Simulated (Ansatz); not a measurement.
`CN(C)B(F)F` + H₂ → `CN(C)BF` + H–F at 600 K and 1 bar (hydrogenolysis of a B–F bond).

Gas-phase electronic energies from Ansatz, PBE0-D4/def2-TZVP geometries. CCSD(T)/CBS is the MP2 limit (def2-TZVPP, def2-QZVPP) plus CCSD(T) − MP2 in def2-TZVPP, frozen cores. This one scheme is used for every species. One conformer a species, not always the lowest.

```tsv
species	CCSD(T)/CBS energy (Eh)	H − E (kJ/mol)	S (J/(mol·K))
`CN(C)B(F)F`	-358.96075	307.0	425.7
H₂	-1.17544	43.9	150.8
`CN(C)BF`	-259.69840	317.6	404.2
H–F	-100.39570	42.3	194.0
```

H − E and S are ideal-gas, rigid-rotor, harmonic terms from PBE0-D4/def2-TZVP, for one conformer and one mirror image of each species. The MP2-based limit puts H₂ 0.8 mEh under its directly extrapolated value; such offsets cancel only in part. 1 Eh = 2625.50 kJ/mol, R = 8.31446 J/(mol·K).

Q: By hand: ΔE, ΔH, ΔS and ΔG.

A: ΔE = (-259.69840) + (-100.39570) − (-358.96075) − (-1.17544) = 0.04209 Eh = 110.5 kJ/mol. Δ(H − E) = 317.6 + 42.3 − 307.0 − 43.9 = 9.0, so ΔH = 119.5 kJ/mol. ΔS = 404.2 + 194.0 − 425.7 − 150.8 = 21.7 J/(mol·K). ΔG = 119.5 − 600 × (21.7)/1000 = 106.5 kJ/mol.

Q: By hand: the equilibrium constant, and the temperature at which ΔG would vanish if ΔH and ΔS stayed fixed.

A: log₁₀ K = −ΔG/(RT ln 10) = -9.3. ΔG = 0 at ΔH/ΔS = 5507 K, far beyond where these terms or the molecules hold.

ΔH outweighs TΔS. A doubt of 5 kJ/mol in ΔE shifts log₁₀ K by 0.4 here. Other conformers and mirror images would add mixing entropy, several J/(mol·K) or more a flexible species. These are equilibria of isolated gas molecules and say nothing of rates. Largest T1 diagnostic: 0.012 (customary marks: 0.02 for closed shells, 0.045 for open ones).
